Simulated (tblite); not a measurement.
Species: C5H9O3 (doublet state).
Structure used (GFN2-xTB), in Å, numbered top down from 1:
```
atom  x, y, z in Å
O1     1.8894    1.1953    0.5602
C2     2.3451    0.0078    0.5512
O3     1.7442   -0.9676   -0.2963
C4     0.6812   -0.5282   -1.0934
C5    -0.6901   -0.7282   -0.4130
C6    -1.1659    0.3966    0.5157
C7    -2.2207    0.6462   -0.5646
O8    -1.7588   -0.4800   -1.3201
H9     3.4381   -0.0549    0.2835
H10    2.3431   -0.4770    1.5681
H11    0.6939   -1.1330   -2.0041
H12    0.8080    0.5345   -1.3347
H13   -0.7287   -1.7462   -0.0077
H14   -0.4473    1.1951    0.6742
H15   -1.5637    0.0533    1.4670
H16   -3.2630    0.5199   -0.2622
H17   -2.1116    1.5783   -1.1253
```

All values are computed: GFN2-xTB (tblite) harmonic vibrations without scaling, gas phase. The method is semi-empirical: single wavenumbers can be off by several per cent or more. One conformer, not necessarily the lowest. Open shells enter through the occupations alone, without spin polarisation, and single modes of such species can be off by tens of per cent.

Harmonic wavenumbers (cm⁻¹): 49.6, 89.3, 112.5, 133.1, 227.8, 297.9, 400.6, 432.0, 644.9, 787.6, 800.1, 813.0, 842.3, 900.7, 922.9, 1009.3, 1023.4, 1038.3, 1077.7, 1084.9, 1103.3, 1112.3, 1121.2, 1156.1, 1195.7, 1217.7, 1229.0, 1237.4, 1261.7, 1279.3, 1291.5, 1311.1, 1361.1, 1410.9, 1454.3, 1477.1, 2476.1, 2580.4, 2901.8, 2918.4, 2934.2, 2957.1, 2963.1, 3030.1, 3047.8.

A = 4355, B = 1315, C = 1120 MHz; mass 117.055 u (most abundant isotopes); point group C1, symmetry number 1; spin multiplicity 2.

**Question.** Zero-point energy?

**Answer.** Half the sum of the wavenumbers: 29358 cm⁻¹ = 351.20 kJ/mol.

**Question.** Entropy at 200 K, 1 bar (ideal gas, RRHO, classical rotation)?

**Answer.** Translation 159.95, rotation 113.46, vibration 62.01, spin (R ln 2) 5.76: S = 341.2 J/(mol K).

**Question.** And Cp and H(200 K) − H(0)?

**Answer.** Cp = 94.69 J/(mol K), of which vibrations give 61.43 (their classical limit is 45 R = 374.2); H(200 K) − H(0) = 13.24 kJ/mol without the zero-point energy, 6.59 from vibrations.

**Question.** What must be added to the electronic energy to get the Gibbs energy at 200 K and 1 bar?

**Answer.** ZPE + [H(200 K) − H(0)] − T·S = 351.20 + 13.24 − 68.24 = 296.20 kJ/mol.

**Question.** Which modes carry the vibrational entropy at 200 K?

**Answer.** 49.6 cm⁻¹: 16.93; 89.3 cm⁻¹: 12.14; 112.5 cm⁻¹: 10.30; 133.1 cm⁻¹: 8.99; 227.8 cm⁻¹: 5.08; 297.9 cm⁻¹: 3.41 J/(mol K); the other 39 give 5.18 together.

**Question.** Blend soft modes into free rotors: weight 1/[1 + (100 cm⁻¹/ν̃)⁴] for the oscillator and the rest for a rotor with moment μB/(μ + B), μ = h/(8π²ν), B = 10⁻⁴⁴ kg m². What vibrational entropy results?

**Answer.** 57.60 J/(mol K) in place of 62.01, which changes −T·S at 200 K by +0.88 kJ/mol.

Hindered rotation and anharmonicity are outside this model. Other conformers, if any are populated, would add a mixing term that is left out. The structure is chiral; the term R ln 2 for an equal mix with its mirror image is left out.
